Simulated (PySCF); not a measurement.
## S(3+) (sulfur, charge +3): UHF calculation

Configuration: [Ne] 3s2 3p1, 2P determinant. Calculation: PySCF 2.14, in aug-cc-pVTZ-DK (6s5p3d2f, 50 functions); scalar relativity by spin-free X2C-1e.

* Total energy: -396.162171 hartree
* One-electron energy: -528.1102 hartree
* Hartree (Coulomb) energy: 156.0463 hartree
* Exchange energy: -24.0983 hartree
* ⟨S²⟩: 0.7607
* ⟨L²⟩: 2.032
* Sum of ⟨r⟩: 8.519 bohr
* Sum of ⟨r²⟩: 10.60 bohr²
* Traceless quadrupole moment −½Σ⟨3z² − r²⟩ along its main axis: -1.32 e·bohr²
* Langevin diamagnetic susceptibility: -8.40 ×10⁻⁶ cm³/mol

```csv
shell,electrons,mean orbital energy (eV),spread (eV),"rms radius, mean of both spins (bohr)"
1s α,1,-2555.0,0,0.112
1s β,1,-2554.7,0,0.112
2s α,1,-288.40,0,0.514
2s β,1,-288.03,0,0.514
2p α,3,-223.84,0.665,0.490
2p β,3,-223.17,0.836,0.490
3s α,1,-59.489,0,1.64
3s β,1,-55.998,0,1.64
3p α,1,-47.023,0,1.80
```

Densities and radii are taken from the X2C orbitals without a picture-change correction, which distorts them close to the nucleus.

Spin-orbit constants ζ (cm⁻¹) from the X2C one-electron operator on these orbitals: bare nucleus, nucleus screened by l(l+1)(2l+1)/3 electrons, and screened by the Breit-Pauli mean field of the electrons.

```
shell   bare  screened nucleus  mean field
   2p   7508              6570        6145
   3p  714.4             625.1       578.7
```

To first order the Landé constant is A = 578.7 cm⁻¹, so the lowest level has J = 1/2 and lies 0.0718 eV below the centre of the term.
